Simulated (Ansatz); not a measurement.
Two members of one family (GaN nanocrystals, H-capped) that differ in charge, which shifts all levels, computed with Ansatz in the gas phase. The two geometries come from different levels. A negative affinity means that the extra electron isn't bound at that geometry and level; within about 0.2 eV of zero the sign isn't settled. Sets without diffuse functions give affinities that are too small. A dash marks a value that wasn't run or was left out as unsound. The structures are stationary points that may keep the symmetry of their start. Remarks come from the PBE and PBE0 runs and from stability tests at other levels; not every state was tested. A HOMO above zero means that the electron is unbound at that level and held by the basis, or that self-interaction error raises the level; the energy of removing that electron tells which.

First: Ga6N6H18, cut from wurtzite (singlet, charge 0, PBE-D4/def2-SVP geometry).

```xyz
30

N     1.946   -0.310    1.399
Ga    2.148    0.230   -0.529
Ga    0.333   -2.518   -0.397
N     0.978   -0.958   -1.497
N     1.213    2.012   -0.564
Ga   -0.461    0.004   -2.529
Ga    0.094   -0.466    2.173
N    -0.865   -1.583    0.927
N    -0.643    1.383    1.874
Ga   -0.718    2.105   -0.003
Ga   -2.476   -0.680    0.120
N    -1.594    0.724   -1.025
H     2.302   -1.284    1.419
H     2.574    0.223    2.015
H     3.670    0.381   -0.919
H     1.615   -3.020    0.449
H    -0.493   -3.526   -1.284
H     1.553   -1.399   -2.233
H     1.777    2.749   -0.119
H     1.188    2.256   -1.572
H     0.257    1.289   -3.195
H    -1.286   -1.008   -3.415
H     0.149   -0.813    3.711
H    -1.270   -2.357    1.480
H    -0.238    2.066    2.531
H    -1.639    1.298    2.145
H    -1.242    3.593   -0.018
H    -3.299   -1.691   -0.769
H    -3.185    0.121    1.332
H    -2.385    1.177   -1.510
```

| level | HOMO (eV) | LUMO (eV) | gap (eV) | vertical EA (eV) |
| --- | --- | --- | --- | --- |
| PBE-D4/def2-SVP | -5.94 | -0.92 | 5.02 | – |
| PBE-D4/def2-TZVP | -6.04 | -1.28 | 4.76 | -0.33 |
| r2SCAN-D4/def2-TZVP | -6.32 | -0.79 | 5.53 | – |
| PBE0-D4/def2-SVP | -7.17 | -0.07 | 7.10 | – |
| PBE0-D4/def2-TZVP | -7.23 | -0.48 | 6.75 | -0.56 |

Remarks: HOMO above zero (-1 doublet).

Second: Ga6N7H20⁺, cut from zinc blende (singlet, charge 1, r2SCAN-D4/def2-SVP geometry).

```
atom   x (Å)   y (Å)   z (Å)
  N1  -0.273   1.115   2.661
  N2   1.930  -1.614  -2.232
  N3   0.508   1.945  -0.228
  N4   1.303  -0.844   0.759
  N5  -1.693  -1.381   1.533
  N6  -0.900  -0.520  -1.380
  N7  -2.459   1.437   0.537
 Ga8   2.842  -0.924  -0.582
 Ga9   1.267   0.992   1.340
Ga10  -2.065   0.436   2.191
Ga11   0.386  -0.564  -2.968
Ga12  -1.198   1.355  -1.055
Ga13  -0.307  -1.666   0.064
 H14  -0.350   2.091   2.969
 H15   0.045   0.639   3.514
 H16   1.711  -2.612  -2.156
 H17   2.648  -1.577  -2.965
 H18   0.496   2.957  -0.062
 H19   1.214   1.832  -0.971
 H20   1.651  -1.434   1.524
 H21  -1.426  -1.978   2.325
 H22  -2.569  -1.809   1.214
 H23  -1.750  -0.933  -1.780
 H24  -2.614   2.425   0.769
 H25  -3.378   1.145   0.187
 H26   3.137   0.594  -0.893
 H27   3.876  -1.961  -0.052
 H28   2.510   1.651   1.992
 H29  -3.135   0.548   3.309
 H30   0.914   0.919  -3.053
 H31  -0.312  -1.349  -4.117
 H32  -1.766   2.279  -2.162
 H33  -0.242  -3.194  -0.235
```

Q: Estimate the same table for the second.

A: 
| level | HOMO (eV) | LUMO (eV) | gap (eV) | vertical EA (eV) |
| --- | --- | --- | --- | --- |
| PBE-D4/def2-SVP | -9.37 | -4.34 | 5.03 | – |
| PBE-D4/def2-TZVP | -9.42 | -4.63 | 4.79 | 3.03 |
| r2SCAN-D4/def2-TZVP | -9.72 | -4.16 | 5.56 | – |
| PBE0-D4/def2-SVP | -10.62 | -3.46 | 7.15 | – |
| PBE0-D4/def2-TZVP | -10.65 | -3.79 | 6.86 | 2.70 |
